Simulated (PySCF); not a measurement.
hydronium (H₃O), SMILES [OH3+], charge +1.

The structure is a stationary point at PBE0-D3(BJ)/def2-TZVPD.

Vertical ionisation energy (IE) and electron affinity (EA) in eV. Rows of orbital energies are one-electron estimates. Where ΔSCF, EOM or ADC give a negative EA the extra electron is unbound and the value depends on the basis.

```tsv
level	IE	EA
−ε(HOMO), −ε(LUMO), HF/def2-TZVPD (PySCF)	25.95	4.50
−ε(HOMO), −ε(LUMO), M06-2X/def2-TZVPD (PySCF)	22.72	6.57
EOM-CCSD/aug-cc-pVDZ (PySCF)	?	?
ADC(2)/aug-cc-pVDZ (PySCF)	23.43	5.20
```

### Question
Complete the blanks. (An estimate is asked for; the answer gives what the named calculation found.)

### Answer

- EOM-CCSD/aug-cc-pVDZ (PySCF), IE: 24.38
- EOM-CCSD/aug-cc-pVDZ (PySCF), EA: 5.20

Computed lowest 1s main lines (those of the lightest heavy element) from CVS-ADC(2)-x/aug-cc-pVDZ (PySCF, non-relativistic), with pole strengths:
553.1 eV (1.59).

### Question
Beyond the first one, list the lowest photoelectron lines from ADC(2)/aug-cc-pVDZ run with PySCF 2.14.0 with their pole strengths (two spins summed). (Estimate from the structure and the level; the computed values follow.)

### Answer
29.33 eV (1.84), 29.33 eV (1.84), 44.72 eV (1.68).
